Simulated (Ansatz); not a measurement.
`[BH2][AlH][BH]O` + H₂Te → `OB[TeH]` + `[BH2][AlH2]` at 298.15 K and 1 bar (cleavage of the B–Al bond).

Program: Ansatz. Geometries: PBE0-D4/def2-TZVP. ΔE: electronic, gas phase. CBS: MP2 limit from def2 TZ/QZ plus the TZ coupled-cluster correction, frozen cores. This one scheme is used for every species. Elements past krypton have def2 core potentials. For Te outer-core shells are correlated without core-valence functions, which leaves a few kJ/mol of doubt a bond. Each species was taken in one conformer, which may not be the lowest.

```tsv
species	CCSD(T)/CBS energy (Eh)	H − E (kJ/mol)	S (J/(mol·K))
`[BH2][AlH][BH]O`	-369.74870	160.5	339.1
H₂Te	-268.91024	41.3	228.4
`OB[TeH]`	-369.55161	105.2	296.7
`[BH2][AlH2]`	-269.14094	97.6	260.4
```

H − E and S are ideal-gas, rigid-rotor, harmonic terms from PBE0-D4/def2-TZVP, for one conformer and one mirror image of each species. 1 Eh = 2625.50 kJ/mol, R = 8.31446 J/(mol·K).

Task: By hand: ΔE, ΔH, ΔS and ΔG.

Result: ΔE = (-369.55161) + (-269.14094) − (-369.74870) − (-268.91024) = -0.03361 Eh = -88.2 kJ/mol. Δ(H − E) = 105.2 + 97.6 − 160.5 − 41.3 = 1.0, so ΔH = -87.2 kJ/mol. ΔS = 296.7 + 260.4 − 339.1 − 228.4 = -10.4 J/(mol·K). ΔG = -87.2 − 298.15 × (-10.4)/1000 = -84.1 kJ/mol.

Task: By hand: the equilibrium constant, and the temperature at which ΔG would vanish if ΔH and ΔS stayed fixed.

Result: log₁₀ K = −ΔG/(RT ln 10) = 14.7. ΔG = 0 at ΔH/ΔS = 8385 K, far beyond where these terms or the molecules hold.

The number of gas molecules stays the same, so ΔS is small and ΔH decides. A doubt of 5 kJ/mol in ΔE shifts log₁₀ K by 0.9 here. Other conformers and mirror images would add mixing entropy, several J/(mol·K) or more a flexible species. These are equilibria of isolated gas molecules and say nothing of rates. Largest T1 diagnostic: 0.014 (customary marks: 0.02 for closed shells, 0.045 for open ones).
